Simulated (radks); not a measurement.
The numbers below are computed, except where a source is named.
Valence configurations of Sn II (all share [Kr]). Level of theory: non-relativistic Kohn-Sham, PBE, spin-polarised, spherical densities, point nucleus; open shells are filled with parallel spins first (spin-orbit coupling, left out, can overturn this in heavy ions); relativity is left out, which matters for an element this heavy (a radial shooting solver on a logarithmic mesh with Libxc functionals). Energies are relative to 4d10 5s2 5p1; eigenvalues in eV for spin up.

| valence | E (eV) | moment (Bohr magnetons) | e(4d) | e(5p) | e(5s) |
|---|---|---|---|---|---|
| 4d10 5s2 5p1 | 0.000 | 1 | -35.211 | -10.650 | -17.292 |
| 4d10 5s1 5p2 | 5.194 | 3 | -36.422 | -11.716 | -18.556 |
| 4d9 5s2 5p2 | 26.381 | 3 | -41.906 | -12.511 | -19.843 |
| 4d10 5p3 | 12.074 | 3 | -37.612 | -12.287 | - |
| 4d8 5s1 5p4 | 64.488 | 5 | -49.697 | -14.730 | -22.869 |
| 4d10 5s1.5 5p1.5 | 2.760 | 2 | -35.846 | -11.226 | -17.963 |
| 4d8 5s2 5p3 | 56.606 | 5 | -48.526 | -14.200 | -22.179 |
| 4d7.5 5s1.5 5p4 | 78.449 | 5 | -52.493 | -15.091 | -23.461 |
| 4d9.5 5s2 5p1.5 | 12.709 | 2 | -38.572 | -11.607 | -18.600 |
| 4d9.5 5s1 5p2.5 | 17.804 | 4 | -39.680 | -12.572 | -19.754 |

NIST lists [Kr] 4d10 5s2 5p1 as the ground configuration; this level of theory agrees among the configurations tried. The energies are those of spherical high-spin densities, not of single terms. Relativity is left out, which favours d and f over s occupation in heavy atoms.
